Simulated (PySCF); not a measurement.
# One molecule, several mistakes: AlB2H5N cation

Calculated results; nothing here was measured. They come from PySCF 2.14.0, an open-source quantum chemistry program, on an isolated molecule that a program drew, which may never have been made. The molecule is AlB2H5N cation (charge +1, singlet), drawn as the SMILES string `BB[NH][AlH+]`.

Each row is a Hartree-Fock (HF) and frozen-core CCSD(T) single point in the cc-pV(D+d)Z basis, meant for a local HF minimum. Run 1 is clean. Each other run has one planted mistake out of seven kinds, and not every kind appears here: one electron removed, one electron added, multiplicity raised by two, geometry at a saddle point, minimal basis STO-3G, one bond length entered in bohr, all coordinates scaled. The reference is restricted for singlets and unrestricted otherwise, and also for a bond in bohr. Adding or removing an electron swaps singlet and doublet. Electrons count all cores. HOMO and LUMO are orbital energies over both spins, the gradient is its largest component, and the lowest frequency (negative if imaginary) is given only where the gradient is small. Bond lengths are over the 8 bonds as drawn. T1 is the CCSD diagnostic: over 0.02 (restricted) or 0.045 (unrestricted) a single reference is doubtful.

Geometry of the clean run:
```xyz
9
AlB2H5N cation, angstrom
B    -0.5955   -0.4021   -3.0324
B     0.0786   -1.0708   -1.6109
N     0.4710   -0.4257   -0.3618
Al    0.2900    1.2704   -0.1115
H     0.1035   -0.0545   -3.9419
H    -1.7829   -0.3446   -3.1864
H     0.2505   -2.2577   -1.6601
H     0.8494   -1.0498    0.3326
H     0.0931    2.7899    0.0252
```

```
run  electrons  basis functions  <S^2>  HOMO (eV)  LUMO (eV)  gradient (hartree/bohr)  lowest frequency (cm^-1)  mean bond (Å)  longest bond (Å)      T1  HF (hartree)  CCSD(T) (hartree)               mistake
  1         34               90  0.000     -15.53      -4.47                  2.9e-05                        76         1.3796             1.724  0.0143    -348.40218         -348.83126              no fault
  2         33               90  0.766     -23.28     -12.76                  1.2e-01                         -         1.3796             1.724  0.0192    -347.88294         -348.28823  one electron removed
  3         34               90  2.011     -11.32      -5.89                  8.4e-02                         -         1.3796             1.724  0.0223    -348.26905         -348.69802                     ?
  4         34               29  0.000     -14.14       0.80                  4.1e-02                         -         1.3796             1.724  0.0178    -344.27234         -344.46698                     ?
```

**Which mistake was planted in run 3, and what did it cost?**

Electrons, basis and geometry are unchanged, and <S^2> is 2.011, beside S(S+1) = 2.00 for a multiplicity of 3. So the mistake is: multiplicity raised by two. Subtracting run 1 and multiplying by 627.51 kcal/mol a hartree, the energy moved by 83.5 kcal/mol in HF and 83.6 kcal/mol in CCSD(T).

**Which mistake was planted in run 4, and what did it cost?**

It has 29 basis functions where the clean run has 90, with the same electrons and geometry. So the mistake is: minimal basis STO-3G. Subtracting run 1 and multiplying by 627.51 kcal/mol a hartree, the energy moved by 2591.5 kcal/mol in HF and 2738.6 kcal/mol in CCSD(T).

